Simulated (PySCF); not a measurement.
C4H3BrClF, SMILES C=C(F)/C(Br)=C/Cl.

Geometry optimised at B3LYP-D3(BJ)/def2-SVP. The structure was generated by enumeration; whether it is a known compound was not checked. One conformer was computed; it need not be the lowest.

Two levels are set side by side: TDDFT-PBE/def2-SVPD (PySCF) and TDDFT-CAM-B3LYP/def2-SVPD (PySCF). Vertical, same geometry. The lowest singlet is HOMO→LUMO+1 99 % with PBE and HOMO→LUMO+1 86 % with the other functional; states are paired by order. Differences are taken from unrounded values.

```
quantity                               TDDFT-CAM-B3LYP  TDDFT-PBE  TDDFT-PBE minus TDDFT-CAM-B3LYP
-------------------------------------  ---------------  ---------  -------------------------------
lowest singlet excitation (eV)                    5.24       4.46                            -0.78
lowest triplet excitation (TDA) (eV)              3.03       2.96                            -0.06
first bright state (f over 0.05) (eV)             5.40       4.69                            -0.70
its oscillator strength                           0.59       0.17                            -0.42
```

A lower first singlet is the usual sign of a functional without exact exchange. Differences between two approximate levels are no errors against the true value.

Rough cost on one machine, each run with all the roots and properties that it gave: TDDFT-CAM-B3LYP against TDDFT-PBE about 9 times.
